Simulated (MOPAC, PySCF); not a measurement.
C8H7FSSi, SMILES `Fc1c([SiH3])ccc2sccc12`, neutral singlet in the gas phase. 

Cartesian coordinates (Å):
```xyz
18

F      0.2006     2.0228    -0.9107
C      0.1340     0.7888    -0.3589
C      1.3166     0.0836    -0.1264
Si     2.9788     0.8530    -0.5803
C      1.2107    -1.2115     0.4551
C     -0.0221    -1.7784     0.7902
C     -1.1881    -1.0318     0.5381
S     -2.8455    -1.4987     0.8576
C     -3.4412     0.0176     0.2256
C     -2.4444     0.8533    -0.2126
C     -1.1395     0.2718    -0.0432
H      4.0509    -0.1364    -0.2142
H      3.0636     1.1475    -2.0526
H      3.2145     2.1339     0.1715
H      2.1308    -1.7848     0.6470
H     -0.0770    -2.7806     1.2383
H     -4.5229     0.2020     0.2172
H     -2.6200     1.8478    -0.6417
```
Charge 0, multiplicity 1.

All levels are single points at this geometry (PBE-D3(BJ)/def2-SVP); Pople sets use spherical d functions. Orbital energies aren't observables, and empty levels follow the basis.

SVWN5/6-31G* in PySCF gives HOMO (eV) = -5.45.

Q: Estimate the HOMO (eV) from each of these levels: PBE-D3(BJ)/def2-TZVP in PySCF; B3LYP/6-311+G** in PySCF; B3LYP/6-31G* in PySCF; BP86/6-31G* in PySCF; M06-2X/6-31G* in PySCF; PBE/6-31G* in PySCF; HF/3-21G in PySCF; HF/6-31G* in PySCF; AM1 in MOPAC; PM3 in MOPAC; PM6 in MOPAC; PM7 in MOPAC.

A: 
```json
[
 {"level": "PBE-D3(BJ)/def2-TZVP in PySCF", "HOMO (eV)": "-5.57"},
 {"level": "B3LYP/6-311+G** in PySCF", "HOMO (eV)": "-6.36"},
 {"level": "B3LYP/6-31G* in PySCF", "HOMO (eV)": "-6.03"},
 {"level": "BP86/6-31G* in PySCF", "HOMO (eV)": "-5.39"},
 {"level": "M06-2X/6-31G* in PySCF", "HOMO (eV)": "-7.31"},
 {"level": "PBE/6-31G* in PySCF", "HOMO (eV)": "-5.30"},
 {"level": "HF/3-21G in PySCF", "HOMO (eV)": "-8.45"},
 {"level": "HF/6-31G* in PySCF", "HOMO (eV)": "-8.21"},
 {"level": "AM1 in MOPAC", "HOMO (eV)": "-8.60"},
 {"level": "PM3 in MOPAC", "HOMO (eV)": "-8.76"},
 {"level": "PM6 in MOPAC", "HOMO (eV)": "-8.79"},
 {"level": "PM7 in MOPAC", "HOMO (eV)": "-8.66"}
]
```
